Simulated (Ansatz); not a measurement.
`Cl[SiH2][GeH3]` + H–F → `[F][GeH3]` + `[SiH3]Cl` at 500 K and 1 bar (cleavage of the Ge–Si bond).

Program: Ansatz. Geometries: PBE0-D4/def2-TZVP. ΔE: electronic, gas phase. CCSD(T)/CBS is the MP2 limit (def2-TZVPP, def2-QZVPP) plus CCSD(T) − MP2 in def2-TZVPP, frozen cores. This one scheme is used for every species. For Ge outer-core shells are correlated without core-valence functions, which leaves a few kJ/mol of doubt a bond. Scalar relativity is left out up to krypton.

```csv
species,CCSD(T)/CBS energy (Eh),H − E (kJ/mol),S (J/(mol·K))
`Cl[SiH2][GeH3]`,-2828.01436,150.3,391.3
H–F,-100.39570,39.4,188.7
`[F][GeH3]`,-2177.72589,90.4,283.2
`[SiH3]Cl`,-750.69636,92.3,281.7
```

H − E and S are ideal-gas, rigid-rotor, harmonic terms from PBE0-D4/def2-TZVP. 1 Eh = 2625.50 kJ/mol, R = 8.31446 J/(mol·K).

Task: By hand: ΔE, ΔH, ΔS and ΔG.

Result: ΔE = (-2177.72589) + (-750.69636) − (-2828.01436) − (-100.39570) = -0.01219 Eh = -32.0 kJ/mol. Δ(H − E) = 90.4 + 92.3 − 150.3 − 39.4 = -7.0, so ΔH = -39.0 kJ/mol. ΔS = 283.2 + 281.7 − 391.3 − 188.7 = -15.1 J/(mol·K). ΔG = -39.0 − 500 × (-15.1)/1000 = -31.4 kJ/mol.

Task: By hand: the equilibrium constant, and the temperature at which ΔG would vanish if ΔH and ΔS stayed fixed.

Result: log₁₀ K = −ΔG/(RT ln 10) = 3.3. ΔG = 0 at ΔH/ΔS = 2583 K, far beyond where these terms or the molecules hold.

ΔH outweighs TΔS. A doubt of 5 kJ/mol in ΔE shifts log₁₀ K by 0.5 here. These are equilibria of isolated gas molecules and say nothing of rates. Largest T1 diagnostic: 0.012 (customary marks: 0.02 for closed shells, 0.045 for open ones).
